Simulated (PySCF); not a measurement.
Excitations are Tamm–Dancoff values on a coarser integration grid. The basis has no diffuse functions, so Rydberg states are missing or too high.

Z-matrix (Å, degrees):
```
Si
H 1 1.5075
H 1 1.5075 2 107.82
Ge 1 2.3960 2 109.00 3 118.33
H 4 1.5550 1 109.46 2 59.15
H 4 1.5553 5 107.28 1 -118.83
Ge 1 2.3966 2 109.26 3 -118.27
H 7 1.5550 1 109.36 2 178.34
H 7 1.5550 8 107.35 1 -118.87
Si 7 2.3964 8 109.63 9 -118.84
H 10 1.5078 7 108.99 8 178.95
H 10 1.5079 11 107.74 7 -118.22
Ge 10 2.3961 11 109.26 12 -118.45
H 13 1.5549 10 109.23 11 178.97
H 13 1.5550 14 107.42 10 -118.34
Si 13 2.3957 14 110.12 15 -119.82
H 16 1.5049 13 109.44 14 -61.46
H 16 1.5052 17 108.72 13 119.48
H 16 1.5059 17 108.89 18 118.49
Si 4 2.3982 5 109.69 6 -118.73
H 20 1.5077 4 108.95 5 -63.02
H 20 1.5079 21 108.01 4 117.90
Si 20 2.3523 21 110.10 22 120.21
H 23 1.5058 20 109.53 21 60.32
H 23 1.5059 24 108.59 20 -119.55
H 23 1.5068 24 108.77 25 -118.20
```
Charge 0, multiplicity 1.

Predict the HOMO–LUMO gap, S1 oscillator strength, S1–T1 gap (TDA), T1 excitation (TDA) and LUMO from PySCF 2.14.0 with PBE-D3(BJ)/def2-TZVP // PBE-D3(BJ)/def2-SVP.


```yaml
HOMO–LUMO gap: 4.26 eV
S1 oscillator strength: 2.31
S1–T1 gap (TDA): 0.68 eV
T1 excitation (TDA): 4.07 eV
LUMO: -1.90 eV
```
